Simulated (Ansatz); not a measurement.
Born–Oppenheimer molecular dynamics of a periodic cell of 36 atoms, H6C2O (contents 4 CH3CH2OH, density as packed 0.88 g/cm³ with natural masses). It goes on from the last frame of an earlier run, with new velocities.

All numbers below come from DFT PBE-D3(BJ), scalar-relativistic, plane waves, PAW (Ansatz 0.2.0). Settings: cutoff 420 eV, k mesh 1x1x1, fermi-dirac smearing 0.02 eV, no spin polarisation.

- ensemble: NVT, Langevin thermostat
- time step: 0.75 fs
- steps asked: 360
- set temperature: 1000 K
- friction: 0.02 /fs
- seed: 486196

First frame:

```xyz
36
Lattice="7.0419 0.0000 0.0000 0.0000 7.0419 0.0000 0.0000 0.0000 7.0419" Properties=species:S:1:pos:R:3
C 4.158 4.901 4.012
C 3.350 3.736 3.491
O 3.943 3.374 2.237
H 3.653 2.564 1.764
H 3.260 3.051 4.244
H 2.370 4.092 3.246
H 4.425 4.582 5.009
H 5.018 5.155 3.238
H 3.652 5.810 4.135
C 0.051 3.710 5.981
C -0.046 4.909 6.857
O -1.293 5.327 7.427
H -1.823 4.661 7.803
H 0.720 4.615 7.716
H 0.496 5.783 6.345
H 1.081 3.193 5.843
H -0.431 2.762 6.348
H -0.297 3.785 4.955
C 7.832 0.496 3.164
C 6.258 0.674 3.155
O 6.038 1.647 2.122
H 6.165 2.559 2.430
H 5.579 -0.291 2.892
H 5.654 1.103 4.150
H 8.054 -0.340 3.809
H 8.162 0.474 2.195
H 8.208 1.406 3.638
C 3.776 1.096 5.822
C 2.921 0.224 6.914
O 3.489 0.619 8.168
H 3.735 -0.131 8.784
H 1.876 0.489 6.903
H 3.066 -0.724 6.582
H 3.326 0.875 4.861
H 3.784 2.104 6.202
H 4.777 0.561 5.859
```

What does the run give?

The run went to its last step.

| Property | Result |
| --- | --- |
| steps done | 360 |
| time covered | 270 fs |
| mean temperature over the second half | 1033 K |
| spread of the potential energy over the second half | 14.1 meV per atom |
| mean potential energy of the second half above the start | 12.8 meV per atom |

A run of 0.27 ps of so small a system gives no equilibrium averages. Limits of this set-up: coarse k mesh.

What happens to the structure?

Mean squared displacements from the first frame to the last, about the centre of mass: C 0.91 Å², O 1.19 Å², H 2.31 Å². Another seed would give other details.

How do temperature and energy run in time?


```csv
time (fs),T (K),potential energy less start (eV)
0.0,972,0.000
22.5,1000,0.020
45.0,1049,-0.073
67.5,1060,-0.630
90.0,1037,1.637
112.5,1061,0.420
135.0,858,0.657
157.5,778,1.213
180.0,1012,0.477
202.5,1057,-0.281
225.0,1263,0.553
247.5,1169,0.574
270.0,1149,0.307
```

The run took 13 min on 1 thread of Arm Neoverse V1 (shared host), peak memory 0.43 GiB.
